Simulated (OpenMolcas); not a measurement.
Hf3+ among 6 point charges of -1.7 e arranged as a tetragonal octahedron (D4h), 2.21 Å from the ion, with the axial distance 2.365 Å. The active orbitals were held to one l.
```
   2.2100    0.0000    0.0000  -1.70
   0.0000    2.2100    0.0000  -1.70
  -2.2100    0.0000    0.0000  -1.70
   0.0000   -2.2100    0.0000  -1.70
   0.0000    0.0000    2.3647  -1.70
   0.0000    0.0000   -2.3647  -1.70
```

```yaml
Program: OpenMolcas 26.06
Method: CASSCF
Basis: ANO-RCC-VDZP [7s6p4d2f1g]
Scalar_Hamiltonian: DKH2, point nucleus
Active_space: 1 electron in 5 orbitals (5d)
State_averaging: 2S+1 = 2 even, 5 roots
Spin-orbit_coupling: RASSI with atomic mean-field integrals over the reference wave functions
```

(1) What is the spin-free ground state (labels of D4, the rotations of D4h)?

(2) Where is the first state of the same spin?

(3) What are the lowest two levels with spin-orbit coupling?

(4) What is χT at 300 K, and how does it compare with the textbook value?

## Answers

(1) 2E, 2-fold in its orbital part, 100 % from free-ion D terms; it has the highest spin that d1 allows.

(2) 2B2 at 2240 cm-1 above the ground state.

(3) A 2-fold level E1/2 with g = 0.04, 0.64, 0.64, then a 2-fold level E3/2 1110 cm-1 above it. Their leading multiplicities are 2 (100 %) and 2 (100 %).

(4) The lowest level has 2S+1 = 2, for which the spin-only value is χT = S(S+1) / 2 = 0.375 cm3 K/mol (g = 2). The computed 0.069 at 300 K differs by -0.306, through orbital momentum, spin-orbit coupling and any other state in reach.

An orbital doublet at a regular site is open to a Jahn-Teller distortion, which this geometry leaves out. This is an electrostatic model: the charges have no orbitals. No measured value stands beside these numbers.
